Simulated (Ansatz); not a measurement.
Frontier orbitals of C10H10ClFHf (`[F][Hf]12345678([Cl])([C@H]9[C@@H]1[C@@H]2[C@@H]3[C@H]94)[C@H]1[C@@H]5[C@@H]6[C@@H]7[C@H]18`).

```xyz
23

F    -0.6227    1.5615    1.7692
Hf   -0.5513    0.3414    0.2697
Cl   -2.8780    0.3350   -0.3794
C    -0.1360   -1.1894    2.2479
C     0.9727   -1.3015    1.3817
C     0.5311   -1.9359    0.1930
C    -0.8478   -2.1720    0.3143
C    -1.2617   -1.7042    1.5867
C     1.5580    0.8425   -0.9959
C     1.1248    2.0752   -0.4718
C    -0.0904    2.4162   -1.1022
C    -0.3965    1.4038   -2.0343
C     0.6108    0.4229   -1.9642
H    -0.1336   -0.7133    3.2165
H     1.9839   -0.9922    1.6016
H     1.1469   -2.1883   -0.6567
H    -1.4901   -2.6098   -0.4351
H    -2.2735   -1.7130    1.9617
H     2.4601    0.3171   -0.7205
H     1.6064    2.6358    0.3153
H    -0.6971    3.2822   -0.8837
H    -1.2766    1.3641   -2.6565
H     0.6606   -0.4781   -2.5573
```

The species carries charge 0 and has multiplicity 1. Correlated methods include outer-core shells of Hf, which these sets cover unevenly. Hf takes the def2 core potential. The structure was optimised at the PBE0-D4/def2-TZVP level. Basis def2-TZVPP, Ansatz 0.2.0.

Orbital energies of one run (eV). Highest occupied ones, from the top: -6.11, -6.50, -6.60, -7.18, -7.58, -7.85, -8.41, -9.48, -9.50, -9.87, -9.89, -9.96, -9.99, -10.02. Empty: -1.75, -1.11, -0.59, -0.09, 0.38, 0.55.

Which functional gave them?
A. r2SCAN
B. r2SCANh
C. BHLYP
D. BLYP

A. HOMO energies: r2SCAN -6.11, BHLYP -7.76, BLYP -5.72, r2SCANh -6.49 eV.
